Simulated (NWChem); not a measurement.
Molecule: C$_{2}$H$_{4}$AgN; SMILES [N](->[AgH])#CC

```xyz
8

Ag    -0.7326    -0.2058    -0.8694
H     -1.7579    -0.4846    -2.0919
C      2.2859     0.6412     2.7095
C      1.3661     0.3741     1.6230
N      0.6337     0.1642     0.7574
H      2.2435     1.7058     2.9808
H      3.3112     0.3905     2.4022
H      2.0160     0.0364     3.5870
```
Atoms are numbered in this order, from 1.

Level: PBE0/def2-SVP with def2 effective core potentials on Ag (NWChem), optimised geometry, unscaled harmonic frequencies. def2 effective core potentials on Ag; no spin-orbit coupling.

Q: List the harmonic frequencies with IR intensities, and the thermochemistry.

A: 
```json
[
 {"frequency (cm⁻¹)": "77", "IR intensity (km/mol)": "0.5"},
 {"frequency (cm⁻¹)": "77", "IR intensity (km/mol)": "0.5"},
 {"frequency (cm⁻¹)": "215", "IR intensity (km/mol)": "0.2"},
 {"frequency (cm⁻¹)": "381", "IR intensity (km/mol)": "33.1"},
 {"frequency (cm⁻¹)": "381", "IR intensity (km/mol)": "33.3"},
 {"frequency (cm⁻¹)": "459", "IR intensity (km/mol)": "93.7"},
 {"frequency (cm⁻¹)": "459", "IR intensity (km/mol)": "93.5"},
 {"frequency (cm⁻¹)": "981", "IR intensity (km/mol)": "0.4"},
 {"frequency (cm⁻¹)": "1034", "IR intensity (km/mol)": "7.0"},
 {"frequency (cm⁻¹)": "1034", "IR intensity (km/mol)": "7.0"},
 {"frequency (cm⁻¹)": "1381", "IR intensity (km/mol)": "2.8"},
 {"frequency (cm⁻¹)": "1432", "IR intensity (km/mol)": "16.0"},
 {"frequency (cm⁻¹)": "1432", "IR intensity (km/mol)": "16.0"},
 {"frequency (cm⁻¹)": "1837", "IR intensity (km/mol)": "111.2"},
 {"frequency (cm⁻¹)": "2446", "IR intensity (km/mol)": "22.2"},
 {"frequency (cm⁻¹)": "3077", "IR intensity (km/mol)": "0.7"},
 {"frequency (cm⁻¹)": "3185", "IR intensity (km/mol)": "3.6"},
 {"frequency (cm⁻¹)": "3186", "IR intensity (km/mol)": "3.6"}
]
```

```json
{
 "zero_point_energy": "33.0 kcal/mol",
 "thermal correction to the enthalpy at 298.15 K (with zero-point energy)": "37.5 kcal/mol",
 "heat capacity Cv": "18.8 cal/(mol K)",
 "entropy at 298.15 K and 1 atm (symmetry number 3)": "77.3 cal/(mol K)"
}
```

Rigid rotor and harmonic oscillator; modes under 100 cm⁻¹ make the entropy uncertain.
